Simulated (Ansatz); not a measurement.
Born–Oppenheimer molecular dynamics of FGaH₄Si (7 atoms, charge 0, multiplicity 1). It starts from a relaxed structure.

All numbers below come from Ansatz 0.2.0, RKS B3LYP/def2-SVP.

```json
{
  "ensemble": "NVE (velocity Verlet)",
  "time step": "1 fs",
  "steps asked": "150",
  "starting velocities drawn for": "700 K",
  "seed": "418957"
}
```

First frame:

```xyz
7
Properties=species:S:1:pos:R:3
F 0.237 -2.163 1.369
Ga 0.019 -0.406 1.283
Si -0.030 0.456 -0.980
H -0.100 0.228 2.718
H -1.202 -0.119 -1.705
H -0.143 1.944 -0.990
H 1.218 0.061 -1.696
```

(1) How far do the bonds stretch over the last three quarters of this one trajectory? (Pairs bonded in most of those frames.)

Results:

(1) 
| bond | mean (Å) | spread (Å) | shortest | longest |
| --- | --- | --- | --- | --- |
| F1–Ga2 | 1.787 | 0.058 | 1.69 | 1.86 |
| Ga2–Si3 | 2.420 | 0.018 | 2.38 | 2.45 |
| Ga2–H4 | 1.598 | 0.094 | 1.45 | 1.73 |
| Si3–H5 | 1.492 | 0.024 | 1.45 | 1.53 |
| Si3–H6 | 1.496 | 0.016 | 1.47 | 1.52 |
| Si3–H7 | 1.499 | 0.028 | 1.46 | 1.54 |

Mean temperature of the second half: 355 K. The conserved energy stayed within 0.91 meV per atom of its start (net change 0.3 meV per atom), so the integration is sound. The temperature averaged 0.51 of the 700 K drawn at the start: a run that starts near a minimum puts about half its kinetic energy into the potential. A run of 0.15 ps of so small a system gives no equilibrium averages.

The run took 3.8 min on 1 thread of Intel(R) Xeon(R) 6975P-C (Granite Rapids) (shared host), peak memory 0.17 GiB.
